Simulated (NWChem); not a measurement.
System: AsH2, doublet; SMILES [AsH2]

Input file for NWChem:

```
start job
memory heap 200 mb stack 900 mb global 1100 mb
geometry units angstroms
  As     0.000367     0.028138     0.000941
  H     -1.066017    -1.032332    -0.026177
  H      1.038733    -1.059199    -0.043790
end
basis spherical
  * library def2-svp
end
dft
  odft
  mult 2
  xc xpbe96 cpbe96
  disp vdw 4
  iterations 150
end
driver
  maxiter 120
end
task dft optimize
task dft freq
```

In the optimisation the excess spin sits in b1 (C2v, its own frame).

The level has its own optimisation; frequencies are unscaled.

Give the results of this calculation. (PBE-D3(BJ)/def2-SVP, spin-unrestricted.) Quantities: r As–H (Å); highest harmonic frequency (cm⁻¹); lowest (cm⁻¹); zero-point energy (kcal/mol); dipole (D).

The r As–H (Å) is 1.546, the highest harmonic frequency (cm⁻¹) comes out as 2128 and the lowest (cm⁻¹) is 968. The zero-point energy (kcal/mol) is 7.4. The dipole (D) is 0.34.
